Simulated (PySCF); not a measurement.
**Spinor energies of K¹³⁺ (potassium, charge +13)**

Start: [He] 2s2 2p2; 2p1/2 filled at m_j = -1/2, +1/2. Calculated with PySCF 2.14 in an uncontracted even-tempered set (18 s from 2.3 bohr⁻², ratio 2.4; 11 p from 3 bohr⁻², ratio 2.4; 5 d from 12 bohr⁻², ratio 2.6; 5 f from 18 bohr⁻², ratio 2.6): generalised Hartree-Fock with the X2C-1e Hamiltonian and a Gaussian nucleus; one run each with spin-orbit coupling (SO) switched off, then screened by Boettger's factors.

```json
{"spinor shell": "1s1/2", "electrons": "2", "ε, spin-free (eV)": "-4215.6", "ε, screened SO (eV)": "-4215.3", "weight of nominal j (screened SO)": "1.000", "rms radius, screened SO (bohr)": "0.0930"}
{"spinor shell": "2s1/2", "electrons": "2", "ε, spin-free (eV)": "-828.77", "ε, screened SO (eV)": "-828.69", "weight of nominal j (screened SO)": "1.000", "rms radius, screened SO (bohr)": "0.383"}
{"spinor shell": "2p1/2", "electrons": "2", "ε, spin-free (eV)": "-788.39", "ε, screened SO (eV)": "-788.95", "weight of nominal j (screened SO)": "0.612", "rms radius, screened SO (bohr)": "0.337"}
```

```csv
quantity,spin-free,screened SO
E (hartree),-484.76555,-484.82528
M_J,0,0
⟨J²⟩,2.000,1.516
⟨L²⟩,2.000,1.967
⟨S²⟩,2.000,1.964
```

The determinant has a definite M_J but mixes levels of different J.

Each row is a mean over spinors that exchange with the open shell spreads, by up to 27.661 eV (2s1/2).

Rows whose weight is well below 1 are mixtures of j = l ± 1/2: exchange outweighs spin-orbit coupling there, and the label is only the starting occupation.

Without spin-orbit coupling the j labels of p, d and f shells carry no meaning; the spin-free column gives the mean over the occupied spinors of each nl shell.
